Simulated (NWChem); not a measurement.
C2H4F2Si; SMILES F/C=C(\[SiH3])F

```xyz
9

F      0.7197    -1.9754     0.0000
C     -0.4546    -1.3194     0.0000
C     -0.5048     0.0133     0.0000
F     -1.7545     0.5697     0.0000
Si     0.9019     1.2617     0.0000
H     -1.3233    -1.9712     0.0000
H      2.2040     0.5548     0.0000
H      0.7812     2.1203     1.2063
H      0.7812     2.1203    -1.2063
```
Atoms are numbered in this order, from 1.

Results from NWChem. Coordinates come from a B3LYP/6-31G* (spherical d) optimisation.

Q: What does the run give for PBE/def2-TZVP? Quantities: highest occupied level (eV); orbital gap (eV); dipole (D).

A: The highest occupied level (eV) is -6.30, the orbital gap (eV) is 4.83 and the dipole (D) comes out as 0.20.
